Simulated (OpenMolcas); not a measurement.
# Computed transition rates of Sb

* Program: OpenMolcas
* Method: SS-RASPT2, IPEA 0.25 Eh, imaginary shift 0.1 Eh (closed shells correlated: 4d 5s)
* Basis: ANO-R3 [8s7p5d3f2g1h]
* Scalar Hamiltonian: X2C, finite nucleus
* Active space: 3 electrons in 9 orbitals (RAS2 5p; RAS3 5d 6s, at most 1 electron)
* State averaging: 2S+1 = 4 odd, 1 root; 2S+1 = 2 odd, 8 roots; 2S+1 = 4 even, 3 roots; 2S+1 = 2 even, 8 roots
* Spin-orbit coupling: RASSI with atomic mean-field integrals over the reference wave functions, term energies averaged over their components

Rates come from the transition moments of the reference wave functions (E1 and E2 in the length form). At fixed line strength A goes as λ^-3 for E1 and M1 and as λ^-5 for E2, so a rate at the computed wavelength can be rescaled to the measured one. Measured vacuum wavelengths follow from level energies in NIST Handbook of Basic Atomic Spectroscopic Data. Branching counts decays inside the model space alone, at computed energies, and the table is only a selection of the E2 and M1 lines, drawn from those between levels with measured partners whose computed energy lies within a factor of 1.5 of the measured one.

| Upper | Lower | Type | λ computed (nm) | λ measured (nm) | A computed (s-1) | A rescaled (s-1) | Branching % |
| --- | --- | --- | --- | --- | --- | --- | --- |
| 5s² 5p³ ²P°_3/2 | 5s² 5p³ ⁴S°_3/2 | M1 | 478.6 | 541.6 | 5.60e+00 |  | 47.8 |
| 5s² 5p³ ²P°_3/2 | 5s² 5p³ ²D°_3/2 | M1 | 893.6 | 1005 | 3.19e+00 |  | 27.3 |
| 5s² 5p³ ²P°_1/2 | 5s² 5p³ ⁴S°_3/2 | M1 | 509.2 | 609.9 | 2.85e+00 |  | 54.5 |
| 5s² 5p³ ²P°_3/2 | 5s² 5p³ ²D°_5/2 | M1 | 967.8 | 1161 | 1.40e+00 |  | 12.0 |
| 5s² 5p³ ²P°_1/2 | 5s² 5p³ ²D°_3/2 | M1 | 1007 | 1269 | 1.30e+00 |  | 24.8 |
| 5s² 5p³ ²P°_3/2 | 5s² 5p³ ²D°_5/2 | E2 | 967.8 | 1161 | 1.00e+00 | 4.03e-01 | 8.5 |
| 5s² 5p³ ²P°_1/2 | 5s² 5p³ ²D°_3/2 | E2 | 1007 | 1269 | 7.15e-01 | 2.25e-01 | 13.6 |
| 5s² 5p³ ²D°_3/2 | 5s² 5p³ ⁴S°_3/2 | M1 | 1030 | 1175 | 5.07e-01 |  | 98.5 |
| 5s² 5p³ ²P°_3/2 | 5s² 5p³ ²D°_3/2 | E2 | 893.6 | 1005 | 4.94e-01 | 2.75e-01 | 4.2 |
| 5s² 5p³ ²P°_1/2 | 5s² 5p³ ²D°_5/2 | E2 | 1102 | 1529 | 3.30e-01 | 6.42e-02 | 6.3 |
| 5s² 5p³ ²P°_1/2 | 5s² 5p³ ⁴S°_3/2 | E2 | 509.2 | 609.9 | 4.04e-02 |  | 0.8 |
| 5s² 5p³ ²D°_5/2 | 5s² 5p³ ⁴S°_3/2 | M1 | 946.7 | 1015 | 2.20e-02 |  | 48.4 |
| 5s² 5p³ ²D°_5/2 | 5s² 5p³ ⁴S°_3/2 | E2 | 946.7 | 1015 | 1.71e-02 |  | 37.7 |
| 5s² 5p³ ²D°_3/2 | 5s² 5p³ ⁴S°_3/2 | E2 | 1030 | 1175 | 7.76e-03 |  | 1.5 |

Spin-changing lines and M1 lines between different terms are not rescaled, since their strength hangs on the term gaps too.

The largest correction is for 5s² 5p³ ²P°_1/2 → 5s² 5p³ ²D°_5/2 (E2): 3.30e-01 × (1102 / 1529)^5 = 6.42e-02 s-1, a factor of 0.19.

No measured rate stands beside these. Rescaling mends the energy factor alone: line strengths can still be far off where a level mixes with configurations outside the active space, and weak or spin-changing lines hang on small mixing coefficients that depend on the term gaps too, so rescaling need not improve them.

Term energies are means over components that CASPT2 splits; among the terms shown or strongly mixed into the levels shown the widest spread is 130 cm-1 (5s² 5p³ ²D°). With the s shell closed, the reference lacks s² → p² mixing. No level of 5s² 5p² 5d was computed, though it lies in the active space. Some terms miss by over 15 % even with CASPT2, which points to a basis or an active space too small for the shells correlated. Computed and measured levels are paired by configuration, term and J; levels that our copy of the source lacks, or whose pairing is in doubt (as where it misses far off the trend of its configuration), stay unpaired. Only configurations of the active space appear.

° marks odd parity.
